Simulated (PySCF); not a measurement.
Precursor series Ti OH-NH2. All species are isolated molecules in the gas phase. One relaxed conformer stands for each flexible species; it need not be the lowest. All members: neutral, multiplicity 1. Level: TPSSh-D3(BJ)/def2-TZVP // TPSS-D3(BJ)/def2-SVP (PySCF), beside PBE-D3(BJ)/def2-TZVP // TPSS-D3(BJ)/def2-SVP (PySCF) at the same geometries.  Orbital energies are measured against the vacuum level.

```
species          LUMO, PBE (eV)  LUMO, TPSSh-D3(BJ) (eV)
---------------  --------------  -----------------------
[Ti(OH)4]                 -2.22                    -1.79
[Ti(OH)3(NH2)]            -2.13                    -1.68
[Ti(OH)2(NH2)2]           -1.93                    -1.48
[Ti(OH)(NH2)3]            -1.81                    -1.35
[Ti(NH2)4]                -1.73                 withheld
```

Q: Fit y = a + b·x, y being the LUMO at the first level, to the 4 complete rows by least squares, with x = the PBE value in eV. Give a, b and the rms residual, and predict the withheld value.

A: Means of the 4 rows: x̄ = -2.0225, ȳ = -1.575 eV. Σ(x − x̄)² = 0.10428 and Σ(x − x̄)(y − ȳ) = 0.11035, so b = 1.058 and a = ȳ − b·x̄ = 0.565 eV. The rms residual is 0.006 eV. At x = -1.73 the line gives -1.27 eV, outside the range of the fitted rows. The run for [Ti(NH2)4] gave -1.25 eV, so the line is off by 0.02 eV, more than twice the rms residual.

Codes: PySCF.
